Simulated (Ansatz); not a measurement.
Ansatz (a quantum-chemistry and plane-wave program) input file for ClFH3NOSi, SMILES N[Si@@](O)(F)Cl, PBE/def2-TZVPD. The structure is a stationary point at PBE0-D3(BJ)/def2-SVP. The structure was generated by enumeration; whether it is a known compound was not checked. The values are those of a single conformer.

Ansatz 0.2 input:
```yaml
crystal:
  periodic: [false, false, false]
  atoms:
    - {symbol: N, position_ang: [0.37684991, 1.14129295, 1.42336059]}
    - {symbol: Si, position_ang: [0.17165868, -0.08998257, 0.26900300]}
    - {symbol: O, position_ang: [1.60745954, -0.68142025, -0.25353175]}
    - {symbol: F, position_ang: [-0.71781925, -1.21740309, 1.00396162]}
    - {symbol: Cl, position_ang: [-0.83496607, 0.42543055, -1.43751469]}
    - {symbol: H, position_ang: [0.88604646, 1.98475949, 1.18528032]}
    - {symbol: H, position_ang: [-0.37681231, 1.33582320, 2.07347091]}
    - {symbol: H, position_ang: [2.24471536, -0.87420666, 0.44203153]}
basis:
  gaussian:
    orbitals: def2-TZVPD
hamiltonian:
  xc: {name: PBE}
```

Output:

```
WARN ansatz: RAYON_NUM_THREADS=2 ignored (pool sized by the plan → 2); use --threads N
Functional definition: PBE
integrals: 0.19 GiB planned
1268 factors; their error is unknown
mean field: 1.19 GiB planned
mean field evaluation 1: about -26681.7043 eV, gradient 9.6e1 eV
mean field evaluation 2: about -26629.8247 eV, gradient 1.8e2 eV
mean field evaluation 4: about -26696.2594 eV, gradient 1.8e1 eV
mean field evaluation 8: about -26696.7908 eV, gradient 9.1e-2 eV
mean field evaluation 16: about -26696.7789 eV, gradient 1.2e-4 eV
mean field -26696.77887266 eV, -981.0885278437 hartree, gradient 1.5e-5 eV, S^2 0.000000; 0 other end points of the search recorded, 0 dependent functions left out
reference -26696.77893650 eV, -981.0885301895 hartree; 29, 29 occupied and 204, 204 virtual orbitals, 1268 factors
Total energy: -26696.77893650 eV, -981.0885301895 hartree
```

Self-consistency was reached.

Cost: around 5 core-seconds (rough).
